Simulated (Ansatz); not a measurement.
Ansatz (a program for electronic structure) input (MP2/STO-3G):

Ansatz 0.2 input:
```yaml
crystal:
  periodic: [false, false, false]
  atoms:
    - {symbol: S, position_ang: [-0.04999100, -0.01908400, -0.41466600]}
    - {symbol: C, position_ang: [-0.07168400, -0.01278000, 1.22690300]}
    - {symbol: H, position_ang: [1.22996700, 0.38202400, -0.72676100]}
basis:
  gaussian:
    orbitals: STO-3G
magnetization: {spin_polarized: true, initial_magnetization: 1}
correlation: {method: mp2, electrons: outside_noble_gas}
```

Output:

```
Functional definition: HF
integrals: 0.00 GiB planned
173 factors; integrals over basis functions are off by at most 2.3e-5 eV
mean field: 0.04 GiB planned
mean field evaluation 1: about -11727.2763 eV, gradient 6.1e0 eV
mean field evaluation 2: about -11727.3050 eV, gradient 6.1e0 eV
mean field evaluation 4: about -11727.8730 eV, gradient 9.7e-1 eV
mean field evaluation 8: about -11727.8961 eV, gradient 7.6e-3 eV
mean field evaluation 16: about -11727.8870 eV, gradient 1.8e-1 eV
mean field -11727.89609243 eV, -430.9922319432 hartree, gradient 1.8e-6 eV, S^2 0.765347; 4 other end points of the search recorded, 0 dependent functions left out
6 core orbitals not correlated
reference -11727.89609243 eV, -430.9922319432 hartree; 6, 5 occupied and 3, 4 virtual orbitals, 173 factors
second order -1.59861718 eV of doubles, -0.00000000 eV of singles
Total energy: -11729.49470961 eV, -431.0509800410 hartree
```

The geometry given is a B3LYP-D3(BJ)/def2-TZVP minimum.
